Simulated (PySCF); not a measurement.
An element was calculated at r2SCAN (PySCF 2.14, ECP, a triple-zeta basis, no spin-orbit coupling), in the ground configurations that NIST lists.

- electron affinity: -0.137 eV
- first ionisation energy: 7.122 eV
- second ionisation energy: 17.152 eV
- third ionisation energy: 28.357 eV

Problem. Which element is it?

Solution. Rhenium (Re, Z = 75), in aug-cc-pVTZ-PP with ECP60MDF. NIST lists 7.834, 16.6 ± 0.5, 27 ± 1.6 eV for these ionisation energies.
